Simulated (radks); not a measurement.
Values are calculated unless marked as measured or tabulated.
Mean orbital radii <r> (bohr) of the samarium ion Sm+, [Xe] 4f6 6s1, at several levels of relativity; Dirac values are averaged over j with weights 2j + 1. Spin-unpolarised spherical Kohn-Sham, BLYP, point nucleus unless stated (finite: rms radius 5.0819 fm), a radial shooting solver on a logarithmic mesh with Libxc functionals. A level marked "c x" has the speed of light scaled by that factor and shares open shells by 2j + 1; other Dirac levels either fill j = l - 1/2 first or share by 2j + 1.

shell  non-rel.  scalar-rel.  scalar-rel., finite nucleus  Dirac, 2j+1 shares, finite nucleus  change of magnitude, last against first (%)
2s       0.1044      0.09700                      0.09701                             0.09649                                        -7.56
2p      0.08858      0.08546                      0.08546                             0.08514                                        -3.88
3s       0.2707       0.2550                       0.2550                              0.2546                                        -5.94
3p       0.2604       0.2533                       0.2533                              0.2527                                        -2.96
3d       0.2318       0.2310                       0.2310                              0.2310                                        -0.36
4s       0.6129       0.5791                       0.5792                              0.5791                                        -5.51
4p       0.6289       0.6133                       0.6133                              0.6126                                        -2.60
4d       0.6707       0.6708                       0.6708                              0.6711                                        +0.06
5s        1.500        1.409                        1.409                               1.410                                        -5.98
5p        1.700        1.659                        1.659                               1.658                                        -2.44
4f       0.9444        1.009                        1.009                               1.010                                        +6.95
6s        4.099        3.890                        3.890                               3.892                                        -5.05
